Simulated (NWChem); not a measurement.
**Ionisation of formamidinium (CH5N2 (+1))**

```xyz
8

N     -1.1642     0.0000     0.1738
C      0.0000     0.0000    -0.4216
N      1.1642     0.0000     0.1738
H     -1.2725     0.0000     1.1855
H     -2.0167     0.0000    -0.3788
H      0.0000     0.0000    -1.5175
H      1.2725     0.0000     1.1855
H      2.0167     0.0000    -0.3788
```
Charge +1, spin multiplicity 1.

Program: NWChem. The geometry was optimised at PBE0/def2-SVP, a minimum by its harmonic frequencies. It is one conformer; others weren't searched.

Basis set: def2-TZVP. The species with one electron less has spin multiplicity 2 and keeps the geometry of the parent. Δ marks differences of total energies (open shells unrestricted). −ε marks an orbital energy of the parent. That orbital need not have the symmetry of the hole or added electron in the Δ rows.

No SCF solution was tested for a lower state.

Problem. One of these methods gave a first vertical ionisation energy of 17.62 eV. Which?
A) −ε(HOMO) of HF
B) G0W0@PBE
C) −ε(HOMO) of PBE
D) ΔTPSS

Solution. A, −ε(HOMO) of HF. The others give 13.01 (−ε(HOMO) of PBE), 16.71 (ΔTPSS), 16.35 (G0W0@PBE).
